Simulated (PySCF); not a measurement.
Structure with atom numbers: `[CH3:1][O:2][C:3]([F:4])([F:5])[CH:6]([F:7])[F:8]`; H(Xn) means a hydrogen on atom n.

Geometry: PBE0-D3(BJ)/def2-TZVP; GIAO absolute shieldings from PySCF 2.14, gas phase, non-relativistic, averaged over equivalent atoms.

At PBE0/pcSseg-2 (344 basis functions, 34 s wall time on 1 thread of an AMD EPYC 9R45 96-Core, shared host):
```csv
atoms,σ (ppm)
C3,57.3
C6,67.9
C1,134.2
O2,247.6
F4/F5,288.4
F7/F8,326.5
H(C6),25.88
H(C1),27.88
```

Task: What do these become at wB97X-D/pcSseg-2?

Result: 
```csv
atoms,σ at wB97X-D/pcSseg-2,change
C3,57.1,-0.2
C6,67.9,+0.0
C1,134.0,-0.2
O2,249.5,+1.9
F4/F5,290.5,+2.1
F7/F8,330.0,+3.5
H(C6),26.01,+0.13
H(C1),27.99,+0.11
```

The largest change is at F7/F8 (fluorine of a CF2 group). Cost: 344 basis functions, 41 s wall time on 1 thread of an AMD EPYC 9R45 96-Core, shared host. The order of the carbon signals is the same at both levels.
